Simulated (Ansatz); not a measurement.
Basis-set extrapolation for C2H7FSSi, SMILES `C[Si](C)(F)S` (PBE0-D4/def2-TZVP geometry, frozen core, Ansatz). Multiplicity 1, RHF reference.

```json
{"": "HF", "def2-TZVPP": "-865.947427", "def2-QZVPP": "-865.976509"}
{"": "MP2 correlation", "def2-TZVPP": "-0.904126", "def2-QZVPP": "-0.976758"}
{"": "CCSD(T) correlation", "def2-TZVPP": "-0.991987", "def2-QZVPP": "not run"}
```

Energies in hartree. Use E(X) = E(∞) + A·exp(−7.88·√X) for Hartree–Fock and E(X) = E(∞) + B·X^(−2.97) for correlation, with X = 3 and 4, and add CCSD(T) minus MP2 of the smaller set to the MP2 limit.

Q: What is the CCSD(T) energy at the basis-set limit?

A: HF limit: -865.976509 + (-0.029082) × 0.13774 = -865.98051. MP2 limit: -0.976758 + (-0.072632) × 0.74074 = -1.03056. Higher-order term: -0.991987 − (-0.904126) = -0.08786. Total: -867.09893 hartree, 100.1 kcal/mol below CCSD(T)/def2-TZVPP.
